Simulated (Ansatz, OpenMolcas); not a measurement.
# Exact exchange and the HOMO–LUMO gap of OsO4 (osmium tetroxide)

OsO4 has 5 atoms, charge 0, and is taken as a singlet. SMILES: `[O]=[Os](=[O])(=[O])=[O]`. The coordinates come from a PBE0-D4/def2-TZVP relaxation.

The HOMO–LUMO gap y, in eV, basis def2-SVP with a core potential; a is the functional's share of exact exchange. Programs: Ansatz 0.2.0, OpenMolcas 26.06.

| functional | program | a | y (eV) |
| --- | --- | --- | --- |
| TPSS | OpenMolcas | 0 | 4.37 |
| PBE | Ansatz | 0 | 4.26 |
| B3LYP | Ansatz | 0.2 | ? |
| PBE0 | Ansatz | 0.25 | 6.37 |
| BHLYP | Ansatz | 0.5 | 8.52 |

Fit y = c + s·a to the known rows and predict B3LYP.


1. Means of the 4 rows: a = 0.1875, y = 5.880.
2. Σ(Δa)² = 0.17188, Σ(Δa·Δy) = 1.4425, so the slope is 1.4425/0.17188 = 8.3925.
3. Intercept: 5.880 − (8.3925) × 0.1875 = 4.306. The largest residual of the fit is 0.064.
4. B3LYP: 4.306 + (8.3925) × 0.2 = 5.98 eV.

The run gave 5.90 eV, so the prediction is off by +0.08 eV, about the scatter of the fit. Exact exchange lowers occupied levels and raises empty ones. The rows mix families of semi-local functionals, which the line can't see.
